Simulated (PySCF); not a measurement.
**Question.** Give a PBE0-D3(BJ)/def2-SVP geometry of `[O-]S(=O)(=O)C(F)(F)C(F)(C(F)(F)F)F`. (Charge -1.)

**Answer.** 
```xyz
14
C3F7O3S angstrom
O      0.756    2.041   -0.789
S      1.659    0.972   -0.333
O      2.875    0.783   -1.131
O      1.822    0.854    1.123
C      0.671   -0.554   -0.747
F      0.234   -0.484   -2.021
F      1.449   -1.652   -0.644
C     -0.561   -0.844    0.135
F     -0.179   -1.231    1.355
F     -1.223   -1.883   -0.434
C     -1.615    0.272    0.314
F     -1.988    0.779   -0.851
F     -2.701   -0.283    0.879
F     -1.201    1.230    1.114
```

Orientation and origin are arbitrary. Atoms count from 1 in this order. S2 (sulfonyl sulfur) is distorted tetrahedral (angles from 101.5° to 115.9°). The C–F distances run from 1.315 Å (C11–F14, drawn single) to 1.357 Å (C8–F10, drawn single), a spread of 0.042 Å. Of the pairs four or more bonds apart, O1···F14 is among the closest relative to their van der Waals radii: 2.85 Å, 95 % of the sum of Bondi's values.

Bonds between heavy atoms (Å): O1=S2 1.472, S2=O3 1.467, S2–O4 1.470, S2–C5 1.865, C5–F6 1.348, C5–F7 1.350, C5–C8 1.543, C8–F9 1.336, C8–F10 1.357, C8–C11 1.545, C11–F12 1.324, C11–F13 1.344, C11–F14 1.315.

The calculation used PBE0-D3(BJ)/def2-SVP geometry optimisation, gas phase (PySCF 2.14.0).

Point group: C1 (no symmetry element, even within 0.4 Å). Not checked by PBE0-D3(BJ)/def2-SVP frequencies. The geometry's basis has no diffuse functions, a weakness for an anion. Torsions: S2–C5–C8–F9 -71°.

One conformer stands for the species.
